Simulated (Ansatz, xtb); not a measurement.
Two isomers of C5H6BrFS

Structure X: `F[C@@H]1CC[C@@H](Br)C1=S`, a singlet. Structure Y: `F[C@@H]1CC[C@H](Br)C1=S`, a singlet. Both are isolated molecules in the gas phase, relaxed with PBE0-D3(BJ)/def2-SVP; the shapes shown needn't be the lowest conformers.

X (Å):

```yaml
atoms:
  - { symbol: C, position_ang: [0.9218, -0.1808, 1.3020] }
  - { symbol: C, position_ang: [-0.1981, 0.4151, 2.1404] }
  - { symbol: C, position_ang: [-1.4558, -0.2851, 1.6247] }
  - { symbol: C, position_ang: [-1.2255, -0.3551, 0.1233] }
  - { symbol: C, position_ang: [0.2575, -0.5856, -0.0167] }
  - { symbol: Br, position_ang: [-1.6229, 1.3868, -0.7160] }
  - { symbol: F, position_ang: [1.3959, -1.3293, 1.8991] }
  - { symbol: S, position_ang: [1.0140, -1.2689, -1.2644] }
  - { symbol: H, position_ang: [1.7766, 0.4928, 1.1351] }
  - { symbol: H, position_ang: [-0.2645, 1.4973, 1.9504] }
  - { symbol: H, position_ang: [-0.0087, 0.2651, 3.2122] }
  - { symbol: H, position_ang: [-1.4906, -1.3207, 2.0044] }
  - { symbol: H, position_ang: [-2.3974, 0.2094, 1.8973] }
  - { symbol: H, position_ang: [-1.8287, -1.0792, -0.4349] }
```

Y (Å):

```yaml
atoms:
  - { symbol: C, position_ang: [-1.2371, 1.2426, 0.3871] }
  - { symbol: C, position_ang: [-0.6679, 0.1971, -0.5547] }
  - { symbol: C, position_ang: [-1.3895, -1.0826, -0.1334] }
  - { symbol: C, position_ang: [-1.3588, -0.9858, 1.3891] }
  - { symbol: C, position_ang: [-1.4620, 0.4942, 1.6998] }
  - { symbol: Br, position_ang: [-2.6651, -2.0900, 2.2881] }
  - { symbol: F, position_ang: [-2.4746, 1.6420, -0.0740] }
  - { symbol: S, position_ang: [-1.7650, 1.1895, 3.1185] }
  - { symbol: H, position_ang: [-0.6164, 2.1401, 0.5271] }
  - { symbol: H, position_ang: [0.4185, 0.1086, -0.3880] }
  - { symbol: H, position_ang: [-0.8278, 0.4749, -1.6062] }
  - { symbol: H, position_ang: [-0.9304, -2.0069, -0.5082] }
  - { symbol: H, position_ang: [-2.4343, -1.0534, -0.4777] }
  - { symbol: H, position_ang: [-0.3866, -1.3331, 1.7773] }
```

Question: Estimate which is lower in electronic energy at CCSD(T)/def2-SVP + ΔMP2/def2-TZVPP, and by roughly how much.

Answer: Too close to call at this level: CCSD(T)/def2-SVP + ΔMP2/def2-TZVPP gives E(Y) − E(X) = +0.083 eV.

The same difference at several levels:

```tsv
level	geometry	E(Y) − E(X) (eV)	departure from the last row (eV)	job, with rough time for the two
GFN2-xTB	GFN2-xTB	+0.107	+0.024	optimisation, 0.26 s
HF/STO-3G	GFN2-xTB	+0.010	−0.073	single point, 0.8 s
r2SCAN-D4/def2-SVP	GFN2-xTB	+0.102	+0.019	single point, 5.8 s
PBE0-D3(BJ)/def2-SVP	PBE0-D3(BJ)/def2-SVP	+0.077	−0.006	optimisation, 84 s
HF/def2-SVP	PBE0-D3(BJ)/def2-SVP	+0.070	−0.013	part of the CCSD(T) run
MP2/def2-SVP	PBE0-D3(BJ)/def2-SVP	+0.081	−0.003	part of the CCSD(T) run
CCSD(T)/def2-SVP	PBE0-D3(BJ)/def2-SVP	+0.083	0.000	single point
CCSD(T)/def2-SVP + ΔMP2/def2-TZVPP	PBE0-D3(BJ)/def2-SVP	+0.083		single point, 3.6 min
```

As drawn, both hold the same kinds of bond in the same numbers.

HF/STO-3G finds them nearly level. The largest departure from CCSD(T)/def2-SVP + ΔMP2/def2-TZVPP is that of HF/STO-3G, 0.073 eV. The last row adds to CCSD(T) the change of the MP2 difference between the two basis sets, here 0.000 eV.

With thermal terms from frequencies at re-optimised GFN2-xTB minima (ideal gas, soft modes damped towards free rotors, one conformer each, 298.15 K, 1 atm): the zero-point term adds −0.003 eV; ΔH is +0.081 and ΔG +0.080 eV.

The correlated steps freeze 20 core orbitals; the filled d shell of Br is correlated, in a basis made for valence electrons. Programs: Ansatz 0.2.0, xtb 6.7.1; the last row on 4 threads of Arm Neoverse V1 on a shared host.
